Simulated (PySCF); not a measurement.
## Assignment exercise: C₄H₇BF₂

Bonds (- single, = double, # triple, : aromatic): C1=C2 1.339 Å, C2-C3 1.499 Å, C2-C4 1.515 Å, C4-B5 1.564 Å, B5-F6 1.323 Å, B5-F7 1.320 Å. C1 carries H8, H9; C3 carries H10, H11, H12; C4 carries H13, H14. H9 is cis to C3; H8 is trans to C3.

Non-relativistic, no solvent model, averaged over atoms made equivalent by symmetry, fast rotation or ring inversion, one conformer. B3LYP/pcJ-1 coupling constants (spin–dipole term only in couplings to heteroatoms); σ from GIAO-KT3/pcSseg-2; geometry: PBE0-D3(BJ)/def2-SVP; PySCF.

Shifts are taken against calculated references (same method and geometry level): TMS for 13C (σ = 181.31 ppm) and 1H (σ = 31.35 ppm).

**Question.** Assign these signals to the numbered atoms. 13C{1H} NMR (computed): δ 142.2 (C), 112.0 (CH2), 26.4 (CH3), 26.1 (CH2, t, J = 29.1 Hz).

**Answer.** 
| δ (ppm) | atoms | environment | reason |
| --- | --- | --- | --- |
| 142.2 | C2 | fully substituted alkene carbon | as expected for a trigonal carbon in a double bond |
| 112.0 | C1 | terminal =CH2 carbon | the olefinic region |
| 26.4 | C3 | allylic methyl carbon | aliphatic region, no heteroatom directly attached |
| 26.1 | C4 | allylic sp3 CH2 bonded to B | – |

C3 and C4 lie closer than the usual error of such a calculation, so a measured spectrum could show them in the other order.

**Question.** Assign these signals to the numbered atoms. 1H NMR (400 MHz, computed): δ 4.96 (quint, J = 2.0 Hz, 1H), 4.92 (sept, J = 1.5 Hz, 1H), 1.97 (t, J = 1.7 Hz, 3H), 1.96 (td, J = 8.4, 1.4 Hz, 2H).

**Answer.** 
4.96 → H9, hydrogen on a terminal =CH2 carbon: olefinic region
4.92 → H8, hydrogen on a terminal =CH2 carbon
1.97 → H10/H11/H12, hydrogen on an allylic methyl carbon: allylic position
1.96 → H13/H14, hydrogen on an allylic sp3 CH2 bonded to B: allylic position

H9 and H8; H10/H11/H12 and H13/H14 lie closer than the usual error of such a calculation, so a measured spectrum could show them in the other order.

A carbon bonded to boron is broadened by the quadrupolar boron nucleus and is often missing from a measured spectrum. C–F couplings over four or more bonds (about 3 Hz to the para carbon of a fluoroarene) are left out. Multiplet labels drop couplings under 1 Hz and merge nearly equal ones. Shifts are as computed, not scaled to solution data. Of 1313 compounds with measured shifts, 239 miss one by over three times the rms of a fit or turn the order of signals round; such compounds aren't used in these exercises. Vicinal couplings across rotatable single bonds and in flexible rings belong to the one computed conformer; a conformer average would change them.
